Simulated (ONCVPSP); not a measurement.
# u(r) = r·R(r): atom against pseudo-atom (Cd)

Columns: radius, all-electron u(r) and pseudo u(r) of the 4d shell (level -12.75 eV) of cadmium in the configuration [Ar] 3d10 4s2 4p6 4d10 5s1.5 5p0.5; PBE, scalar-relativistic, ONCV scheme, ONCVPSP 4.0.1.

```json
{"r (bohr)": "0.093", "all-electron": "-0.2151", "pseudo": "0.0041"}
{"r (bohr)": "0.185", "all-electron": "-0.4671", "pseudo": "0.0305"}
{"r (bohr)": "0.278", "all-electron": "-0.4114", "pseudo": "0.0959"}
{"r (bohr)": "0.370", "all-electron": "-0.1546", "pseudo": "0.2035"}
{"r (bohr)": "0.463", "all-electron": "0.1609", "pseudo": "0.3488"}
{"r (bohr)": "0.555", "all-electron": "0.4429", "pseudo": "0.5116"}
{"r (bohr)": "0.648", "all-electron": "0.6635", "pseudo": "0.6735"}
{"r (bohr)": "0.740", "all-electron": "0.8128", "pseudo": "0.8102"}
{"r (bohr)": "0.833", "all-electron": "0.9014", "pseudo": "0.9094"}
{"r (bohr)": "0.925", "all-electron": "0.9406", "pseudo": "0.9630"}
{"r (bohr)": "1.018", "all-electron": "0.9440", "pseudo": "0.9745"}
{"r (bohr)": "1.110", "all-electron": "0.9229", "pseudo": "0.9524"}
{"r (bohr)": "1.203", "all-electron": "0.8857", "pseudo": "0.9075"}
{"r (bohr)": "1.295", "all-electron": "0.8394", "pseudo": "0.8514"}
{"r (bohr)": "1.388", "all-electron": "0.7875", "pseudo": "0.7917"}
{"r (bohr)": "1.480", "all-electron": "0.7343", "pseudo": "0.7348"}
{"r (bohr)": "1.573", "all-electron": "0.6807", "pseudo": "0.6806"}
{"r (bohr)": "1.665", "all-electron": "0.6291", "pseudo": "0.6291"}
{"r (bohr)": "1.758", "all-electron": "0.5793", "pseudo": "0.5792"}
{"r (bohr)": "1.850", "all-electron": "0.5327", "pseudo": "0.5327"}
{"r (bohr)": "1.943", "all-electron": "0.4887", "pseudo": "0.4886"}
{"r (bohr)": "2.035", "all-electron": "0.4481", "pseudo": "0.4481"}
{"r (bohr)": "2.128", "all-electron": "0.4101", "pseudo": "0.4101"}
{"r (bohr)": "2.220", "all-electron": "0.3755", "pseudo": "0.3754"}
{"r (bohr)": "2.313", "all-electron": "0.3432", "pseudo": "0.3432"}
{"r (bohr)": "2.405", "all-electron": "0.3139", "pseudo": "0.3139"}
```

Question: How many radial nodes do the two functions have?

Answer: The all-electron 4d function has n − l − 1 = 1; the pseudo-wave has 0, since the states of the same l below it are removed with the core.

Question: At about which radius was the pseudo-wave matched?

Answer: 1.55 bohr, where the columns begin to agree (steps of 0.09 bohr).

Question: Is the pseudo-wave norm-conserving?

Answer: Yes: the ONCV scheme keeps the norm inside the radius equal to the all-electron one, which fixes the energy derivative of the logarithmic derivative at the level.
